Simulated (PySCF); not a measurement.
# Mo (molybdenum, neutral) across methods

[Kr] 4d5 5p1, high-spin 7P determinant (an excited configuration). Calculation: PySCF 2.14, in x2c-TZVPPall (8s6p6d2f1g, 79 functions); scalar relativity by spin-free X2C-1e.

```tsv
method	E (hartree)	mean ε 4p β (eV)	mean ε 4d α (eV)	mean ε 5p α (eV)	Σ⟨r²⟩ (bohr²)	⟨S²⟩
UHF	-4046.08669	-45.377	-10.934	-3.603	68.72	12.003
PBE0	-4047.92	-39.643	-7.201	-2.470	67.46	12.001
r2SCAN	-4048.24	-38.084	-6.121	-2.111	66.96	12.001
LDA	-4043.49	-37.844	-5.973	-2.199	66.80	12.000
PBE	-4047.84	-37.444	-5.838	-2.070	67.27	12.001
```
